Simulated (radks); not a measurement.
Charge is removed step by step from the 4s1/2 level of Er2+, starting from [Xe] 4f12. Method: Dirac Kohn-Sham, PBEsol, spin-unpolarised, spherical densities, point nucleus; open shells are shared between the two j in proportion to 2j + 1; computed with a radial shooting solver on a logarithmic mesh with Libxc functionals.

removed (e)  E - E(0) (eV)  eigenvalue (eV)  E minus straight line (eV)
0                    0.000          -438.98                       0.000
0.25                110.37          -444.06                      -2.021
0.5                 222.05          -449.42                      -2.736
0.75                335.10          -455.02                      -2.081
1                   449.58          -460.83                       0.000

Removing the whole electron costs 449.58 eV by Delta-SCF, against 438.98 eV from minus the eigenvalue at the starting occupation. Slater's transition state (half an electron removed) gives 449.42 eV. Integrating minus the eigenvalue over the occupation (Janak's theorem) gives 449.58 eV. The mean slope of the eigenvalue, de/dn, is 21.9 eV per electron.
